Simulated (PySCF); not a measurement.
Two species compared at the same levels of theory.

First species: C4H6F4O.
Structure used (GFN2-xTB), in Å, numbered top down from 1:
```
atom  x, y, z in Å
C1     2.3171   -0.1151    0.4371
C2     1.1040    0.1544   -0.4352
F3     1.1396   -0.6626   -1.5424
C4    -0.2175   -0.1487    0.2862
F5    -0.1781    0.3471    1.5634
O6    -1.2502    0.4563   -0.4120
C7    -2.5227    0.1516   -0.0357
F8    -3.0122    1.0630    0.8270
F9    -3.3077    0.2017   -1.1181
H10    2.3131   -1.1479    0.7771
H11    2.3052    0.5462    1.2976
H12    3.2194    0.0610   -0.1418
H13    1.0775    1.1851   -0.8066
H14   -0.3689   -1.2378    0.3838
H15   -2.6229   -0.8463    0.4336
```

Second species: C₅H₆ClFO.
InChI=1S/C5H6ClFO/c1-4-2-8-3-5(4,6)7/h1-3H2/t5-/m0/s1

Levels: B3LYP/def2-SVPD for HOMO energy, LUMO energy, HOMO–LUMO gap and static isotropic polarisability; TDDFT B3LYP/def2-SVPD for lowest singlet excitation; TDA B3LYP/def2-SVPD for lowest triplet excitation (Tamm–Dancoff). Geometries: GFN2-xTB. Each structure is a single optimised conformer of the isolated species, non-relativistic unless stated; the electronic structure was computed with PySCF and density fitting.

The conformers computed, where there is a choice (atom-mapped SMILES and torsion angles):
- `[CH3:1][C@@H:2]([F:3])[C@@H:4]([F:5])[O:6][CH:7]([F:8])[F:9]`: C1–C2–C4–F5 44°, C2–C4–O6–C7 171°, C4–O6–C7–F8 95°

The conformers of `C=C1COC[C@@]1(F)Cl` aren't listed.

(1) Which has the higher T1 energy?

(2) Which has the higher LUMO energy?

(3) Which has the higher HOMO energy?

(4) Which has the higher S1 energy?

(5) Which has the higher static isotropic polarisability?

(6) Which has the higher HOMO–LUMO gap?

Results:

(1) The first: 8.54 eV against 3.93 eV, a difference of 4.61 eV.

(2) The first: 0.26 eV against -1.39 eV, a difference of 1.65 eV.

(3) The second: -7.49 eV against -9.55 eV, a difference of 2.06 eV.

(4) The first: 8.88 eV against 5.28 eV, a difference of 3.60 eV.

(5) The second: 76.2 au against 59.0 au, a difference of 17.2 au.

(6) The first: 9.81 eV against 6.10 eV, a difference of 3.71 eV.

On the first: The vertical singlet–triplet gap S1 − T1 is 0.34 eV (TDDFT singlet less Tamm–Dancoff triplet; S1: HOMO→LUMO, weight 0.92; T1: HOMO→LUMO, weight 0.75). In wavenumbers S1 is 71600 cm⁻¹ (1 eV = 8065.54 cm⁻¹).

On the second: The polarisability is 11.30 Å³ as a volume (1 au = 0.148185 Å³), or 1.09 au for each of the 70 electrons. The principal polarisabilities are 64.4, 78.5 and 85.8 au; their mean is the isotropic value.
